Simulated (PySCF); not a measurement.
Ligands exchanged one at a time, In F-Cl. Gas-phase values, no solvent. Strings in code marks are SMILES.

Level of theory: PySCF with PBE-D3(BJ)/def2-TZVP // PBE0-D4/def2-TZVP. All candidates: neutral, multiplicity 1. Excitations are Tamm–Dancoff values on a coarser integration grid. The basis has no diffuse functions, so Rydberg states are missing or too high.

The S1 excitation (TDA) comes out as 5.10 eV. The dipole moment is 0.00 D and the T1 excitation (TDA) is 4.58 eV.

Problem. Identify which member has these values.
A) `[F][In]([Cl])[Cl]`
B) `[F][In]([F])[Cl]`
C) `[Cl][In]([Cl])[Cl]`
D) `[F][In]([F])[F]`

Solution. D, `[F][In]([F])[F]`. The others give `[F][In]([F])[Cl]`: 4.53 eV, 1.13 D, 4.14 eV; `[F][In]([Cl])[Cl]`: 4.48 eV, 0.95 D, 4.14 eV; `[Cl][In]([Cl])[Cl]`: 4.41 eV, 0.00 D, 4.11 eV
